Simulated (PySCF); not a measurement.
B2O2. Atoms are numbered in the order given.

```xyz
4

O      0.0000     0.0000    -2.0168
B      0.0000     0.0000    -0.8202
B      0.0000     0.0000     0.8202
O      0.0000     0.0000     2.0168
```
Charge 0, spin multiplicity 1.

Geometry optimised at PBE0-D3(BJ)/def2-TZVP. Other conformers were not sampled.

Calculation: PBE/pcSseg-2 (PySCF).

GIAO shieldings, no solvent; atoms alike by connectivity are averaged. δ = σ(ref) − σ: ¹⁷O against H2O (σ = 327.5 ppm); ¹¹B against BF3 (σ = 83.1 ppm), references at their B3LYP-D3(BJ)/def2-TZVP geometries, non-relativistic.

Computed chemical shifts:
```csv
nucleus,atoms,count,δ (ppm)
¹⁷O,"O1, O4",2,352.2
¹¹B,"B2, B3",2,-2.5
```
